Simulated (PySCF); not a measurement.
Structure with atom numbers: `[CH2:1]=[CH:2][Si@@H:3]([Cl:4])[N:5]=[CH2:6]` (H(Xn): hydrogen on atom n). Ha(C1), Ha(C6) are cis to Si3; Hb(C1), Hb(C6) are trans to Si3.

Geometry: PBE0-D3(BJ)/def2-SVP; GIAO absolute shieldings from PySCF, gas phase, non-relativistic, averaged over equivalent atoms.

At PBE0/pcSseg-1 (146 basis functions, 13 s wall time on 1 thread of an Arm Neoverse V1, shared host):
```json
{"atoms": "C6", "σ (ppm)": "4.7"}
{"atoms": "C1", "σ (ppm)": "35.4"}
{"atoms": "C2", "σ (ppm)": "44.6"}
{"atoms": "Si3", "σ (ppm)": "364.9"}
{"atoms": "Cl4", "σ (ppm)": "947.7"}
{"atoms": "N5", "σ (ppm)": "-145.5"}
{"atoms": "Hb(C6)", "σ (ppm)": "22.55"}
{"atoms": "Ha(C6)", "σ (ppm)": "22.67"}
{"atoms": "Hb(C1)", "σ (ppm)": "24.72"}
{"atoms": "Ha(C1)", "σ (ppm)": "24.81"}
{"atoms": "H(C2)", "σ (ppm)": "24.98"}
{"atoms": "H(Si3)", "σ (ppm)": "25.54"}
```

Task: Predict the values at WP04/pcSseg-1 on the same geometry.

Result: 
```tsv
atoms	σ at WP04/pcSseg-1	change
C6	-3.3	-8.0
C1	26.5	-8.9
C2	35.4	-9.2
Si3	358.3	-6.6
Cl4	938.6	-9.1
N5	-144.8	+0.7
Hb(C6)	23.31	+0.76
Ha(C6)	23.35	+0.68
Hb(C1)	25.44	+0.72
Ha(C1)	25.46	+0.65
H(C2)	25.71	+0.73
H(Si3)	26.55	+1.01
```

The largest change is at C2 (alkene CH). Cost: 146 basis functions, 14 s wall time on 1 thread of an Arm Neoverse V1, shared host. The order of the carbon signals is the same at both levels.
